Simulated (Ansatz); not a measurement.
# Reading a saddle point

A first-order saddle point of GaH$_{3}$Cl$_{2}$O, singlet, PBE0-D4/def2-TZVP, with one imaginary mode of 1293i cm⁻¹:

| atom | x (Å) | y (Å) | z (Å) |
| --- | --- | --- | --- |
| Ga1 | 0.1326 | -0.6122 | -0.2637 |
| H2 | 0.9742 | 0.9293 | -0.6943 |
| Cl3 | -0.6499 | -1.5835 | -1.9777 |
| Cl4 | 1.2217 | -1.6690 | 1.2316 |
| H5 | 0.1974 | 1.2117 | -0.1378 |
| O6 | -0.9180 | 0.8236 | 0.4411 |
| H7 | -0.9581 | 0.9000 | 1.4007 |

Computed with Ansatz 0.2.0 (basis: def2-TZVPP and def2-QZVPP); correlated methods freeze the cores. Filled d shells of the heavier atoms are correlated. The def2 sets are not built for correlating such inner shells, so the correlated values are less sure here. Extrapolation: Hartree–Fock as exp(−7.88 √X), correlation as X^−2.97.

**Question.** Which contacts change along the imaginary mode, and what lies on either side? (Judge from chemistry; the calculation decides.)

**Answer.** By the calculation: The step is GaHCl₂ ([Cl][GaH][Cl]) + H₂O → GaHCl₂O ([OH][Ga]([Cl])[Cl]) + H₂, with the molecules in contact on both sides. Shortening one way: Ga1–O6, H2–H5; lengthening the same way: Ga1–H2, H5–O6.
```csv
pair,one side (Å),saddle (Å),other side (Å)
Ga1–O6,2.12,1.91,1.77
H2–H5,2.90,1.00,0.75
Ga1–H2,1.55,1.81,2.65
H5–O6,0.96,1.32,2.91
```

**Question.** Which side is lower, and how far does the saddle lie above each? (To be estimated.)

**Answer.** Computed: The side with Ga1–H2, H5–O6 short is lower by 9.51 kcal/mol; the saddle lies 34.35 kcal/mol above it and 24.85 kcal/mol above the other (CCSD(T) at an estimated basis limit (MP2 extrapolated from triple and quadruple zeta, plus CCSD(T) − MP2 in triple zeta); electronic energies).

No T1 diagnostic of these runs exceeds 0.012.

The step is the kind of ligand exchange by which a precursor binds to a hydroxyl group, or is hydrolysed, in atomic layer deposition of oxides.

Labels in which every atom is bracketed show which atoms are joined, not bond orders.

For scale, one of the runs: CCSD(T)/def2-TZVPP, 205 basis functions, launched by `ansatz run in.yaml --threads 4 --pin off --events-out ev --progress --plain --max-ram 9574MiB`. Hardware: 4 CPU threads of an Arm Neoverse V2, shared host. Wall time 62 s; peak host memory 2.6 GiB.
